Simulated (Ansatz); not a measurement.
Mulliken charges of CH5GeNO (`C[O][Ge][NH2]`) from B3LYP/def2-TZVPP in Ansatz (PBE0-D4/def2-TZVP geometry).

| atom | x (Å) | y (Å) | z (Å) | charge (e) |
| --- | --- | --- | --- | --- |
| C1 | 0.387 | 1.146 | -1.248 | -0.108 |
| O2 | 0.027 | 0.445 | -0.087 | -0.422 |
| Ge3 | 0.059 | -1.353 | -0.048 | 0.392 |
| N4 | -0.500 | -1.433 | 1.674 | -0.402 |
| H5 | 0.677 | 0.482 | -2.075 | 0.068 |
| H6 | -0.452 | 1.761 | -1.590 | 0.092 |
| H7 | 1.232 | 1.809 | -1.038 | 0.092 |
| H8 | -0.642 | -2.294 | 2.175 | 0.134 |
| H9 | -0.699 | -0.609 | 2.220 | 0.152 |

**Question.** By hand: the dipole of these point charges (1 e Å = 4.8032 D).

**Answer.** Σ q r = (0.096, -0.305, -0.274) e Å, of length 0.421 e Å = 2.02 D.

**Question.** How does the dipole of the full density compare? (Estimate.)

**Answer.** Ansatz gave: (-0.015, -0.113, 0.055) e Å, 0.61 D; the point charges give 3.31 times that, at 70° from its direction.

Point charges leave out the atoms' own dipoles, such as those of lone pairs, and Mulliken's split depends on the basis, so the two needn't agree.

B3LYP here is the variant with VWN-RPA as its local correlation; programs differ in this.
